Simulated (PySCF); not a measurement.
# Energy of Rb⁻ (rubidium, charge -1) between two integer charges

The 5s beta orbital of [Kr] 5s2 is emptied in steps (occupation f), with all orbitals relaxed, ending at [Kr] 5s1. Calculation: PySCF 2.14, in def2-TZVPPD with the def2 core potential (28 electrons) (6s4p3d1f, 40 functions); scalar relativity through the core potential. The exact energy is a straight line in f; departures are measured from the line between the end points of the same method.

```tsv
f	UHF (eV)	LDA (eV)	PBE (eV)	PBE0 (eV)	r2SCAN (eV)	LC-wPBE (eV)	BHandHLYP (eV)	HSE06 (eV)
1	0.000	0.000	0.000	0.000	0.000	0.000	0.000	0.000
0.9	0.017	-0.127	-0.121	-0.084	-0.104	0.017	-0.063	-0.111
0.7	0.036	-0.299	-0.285	-0.196	-0.242	0.040	-0.149	-0.259
0.5	0.038	-0.361	-0.344	-0.234	-0.285	0.050	-0.181	-0.309
0.3	0.029	-0.308	-0.292	-0.196	-0.236	0.044	-0.155	-0.260
0.1	0.011	-0.134	-0.123	-0.081	-0.106	0.021	-0.067	-0.107
0	0.000	0.000	0.000	0.000	0.000	0.000	0.000	0.000
```

| method | E(f=0) − E(f=1) (eV) | −ε at f=1 (eV) | −ε at f=0.5 (eV) |
| --- | --- | --- | --- |
| UHF | -0.160 | 0.047 | -0.181 |
| LDA | 0.542 | -0.857 | 0.516 |
| PBE | 0.478 | -0.856 | 0.456 |
| PBE0 | 0.446 | -0.485 | 0.445 |
| r2SCAN | 0.364 | -0.800 | 0.383 |
| LC-wPBE | 0.379 | 0.569 | 0.391 |
| BHandHLYP | 0.335 | -0.357 | 0.317 |
| HSE06 | 0.447 | -0.784 | 0.446 |

Orbital energy along the path (eV):

| f | UHF | LDA | PBE | PBE0 | r2SCAN | LC-wPBE | BHandHLYP | HSE06 |
| --- | --- | --- | --- | --- | --- | --- | --- | --- |
| 1 | -0.047 | 0.857 | 0.856 | 0.485 | 0.800 | -0.569 | 0.357 | 0.784 |
| 0.9 | 0.017 | 0.592 | 0.602 | 0.300 | 0.561 | -0.530 | 0.228 | 0.540 |
| 0.7 | 0.114 | 0.049 | 0.083 | -0.071 | 0.085 | -0.460 | -0.037 | 0.049 |
| 0.5 | 0.181 | -0.516 | -0.456 | -0.445 | -0.383 | -0.391 | -0.317 | -0.446 |
| 0.3 | 0.229 | -1.104 | -1.024 | -0.827 | -0.812 | -0.311 | -0.616 | -0.944 |
| 0.1 | 0.265 | -1.723 | -1.623 | -1.213 | -1.238 | -0.206 | -0.934 | -1.470 |
| 0 | 0.279 | -2.033 | -1.585 | -1.085 | -1.519 | -0.072 | -1.028 | -1.340 |

As f goes to zero the orbital energy of a semilocal functional can turn back, because the density of that orbital vanishes from the exchange-correlation potential.

At f = 1 the orbital energy is positive for LDA, PBE, PBE0, r2SCAN, BHandHLYP, HSE06: only the finite basis holds the electron.

Reference removal energy between the ground levels: 0.486 eV (measured; photodetachment measurements, as compiled on the Wikipedia data page of electron affinities). UHF lacks correlation.
